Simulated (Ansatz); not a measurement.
Complex: PH3 (SMILES P) (first 4 atoms) with AsH3 (SMILES [AsH3]); geometry from B3LYP-D3(BJ)/def2-TZVP, rigid monomers moved along the line of their centres of mass till P1···As5 is 3.28 Å.
(charge 0, multiplicity 1):
| atom | x (Å) | y (Å) | z (Å) |
|---|---|---|---|
| P | -0.5518 | 0.1766 | 0.2743 |
| H | 0.7162 | -0.4564 | 0.2556 |
| H | -1.2642 | -1.0484 | 0.2453 |
| H | -0.5941 | 0.3428 | -1.1351 |
| As | -0.4591 | -0.2076 | 3.5275 |
| H | -1.8228 | 0.4699 | 3.5654 |
| H | 0.2745 | 1.1260 | 3.5860 |
| H | -0.4240 | -0.3680 | 5.0457 |

Interaction energies are E(AB) − E(A) − E(B) at the monomers' geometry in the complex; basis-set methods are counterpoise corrected.

Cores are frozen in the correlated methods. Filled d and f shells under p-block atoms count as core. CBS: X⁻³ extrapolation of the correlation energy, Hartree–Fock from the larger set.

Run with Ansatz (a first-principles code). 

What is the computed interaction energy (CCSD(T)/def2-SVPD)?

1.0 kcal/mol

What is the computed interaction energy (HF/def2-TZVPPD)?

3.3 kcal/mol

What is the computed interaction energy (CCSD(T)/CBS(def2-SVPD, def2-TZVPPD))?

0.1 kcal/mol
